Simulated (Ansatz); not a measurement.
C$_{5}$H$_{14}$FGeNO (`CC[N](C)[Ge]([CH3])([F])[O]C`). Charge 0, multiplicity 1. Correlated methods include outer-core shells of Ge, which these sets cover unevenly. Scalar relativity is left out up to krypton.

Z-matrix (Å, degrees):
```
C
C 1 1.514
H 1 1.094 2 112.2
H 1 1.091 2 111.3 3 120.6
H 1 1.092 2 109.7 3 -119.0
N 2 1.448 1 114.3 3 -64.1
H 2 1.099 1 108.8 3 175.7
H 2 1.104 1 109.4 3 60.7
Ge 6 1.820 2 123.0 1 33.3
C 6 1.446 2 112.3 1 -176.5
C 9 1.928 6 120.5 2 58.8
O 9 1.763 6 107.3 2 -177.3
F 9 1.745 6 106.7 2 -63.7
H 10 1.101 6 112.5 2 -55.5
H 10 1.091 6 110.9 2 -176.3
H 10 1.097 6 110.2 2 64.2
H 11 1.090 9 110.3 6 -56.0
H 11 1.090 9 109.6 6 64.1
H 11 1.090 9 109.3 6 -176.2
C 12 1.413 9 119.8 6 65.5
H 20 1.097 12 112.1 9 -59.7
H 20 1.095 12 111.6 9 61.8
H 20 1.092 12 107.8 9 -179.0
```

Q: Give the diagnostics of a CCSD(T)/def2-TZVPP run (frozen core, the Gaussian-basis code of Ansatz). (An estimate is asked.)

A: The calculation gave: T1 = 0.0111, largest single amplitude 0.010, largest double 0.009, (T) share of the correlation energy 3.7 %, 9 CCSD cycles. The RHF solution is stable towards an unrestricted one. T1 lies under the customary mark of 0.02 for closed shells.
